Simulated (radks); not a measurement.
Question: The ruthenium ion Ru2+, 42 electrons, occupied as [Kr] 4d6. Calculated with a radial shooting solver on a logarithmic mesh with Libxc functionals: Dirac Kohn-Sham, PBE, spin-unpolarised, spherical densities, finite nucleus; open shells are shared between the two j in proportion to 2j + 1; Fermi nuclear charge, rms radius 4.4809 fm.

Spin-orbit splittings of the eigenvalues, e(l+1/2) - e(l-1/2), with zeta = 2 splitting/(2l+1) and mean radii in bohr:

shell  occ.  splitting (eV)  zeta (eV)  <r> j=l-1/2  <r> j=l+1/2
2p        6               ?          ?       0.1236       0.1284
3p        6           22.21      14.81       0.3956       0.4063
3d       10           4.328      1.731       0.3821       0.3856
4p        6           3.418      2.279        1.100        1.130
4d        6          0.3728     0.1491        1.516        1.532

Estimate the 2p splitting.

Answer: 130.9 eV (zeta = 87.28 eV).
